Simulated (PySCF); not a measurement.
**Computed vibrations of HgH2**

HgH2 (singlet). PySCF 2.14.0, RKS BP86, Hg def2-SVP with ECP60, H def2-SVP; non-relativistic Hamiltonian with scalar-relativistic core potentials where named; density fitting; no spin-orbit coupling. Central differences of gradients.

```xyz
3

Hg    0.0000    0.0000    0.0000
H     0.0000    0.0000    1.6675
H     0.0000    0.0000   -1.6675
```

Run from Python with OMP_NUM_THREADS=2. Where DIIS fails, smearing, a level shift and second-order steps follow.
It took 2 s on 2 threads of Arm Neoverse V1, with other jobs on the host.

(1) What are the harmonic wavenumbers and infrared intensities?

(2) Is this a minimum?

Results:

(1) Modes are labelled in D∞h; negative numbers are unstable modes, those under 60 cm⁻¹ near the noise; a finer grid moves soft modes by up to 10 cm⁻¹.
```
cm⁻¹  km/mol  symmetry
 788    32.4        πu
 788    32.4        πu
1871   415.4       σu+
1972     0.0       σg+
```

(2) Yes. Ideal gas at 298.15 K and 1 bar: S = 214.8 J/(mol K), Cp = 34.8 J/(mol K), H − H(0 K) = 9.1 kJ/mol (rigid rotor, harmonic modes, spin degeneracy alone).
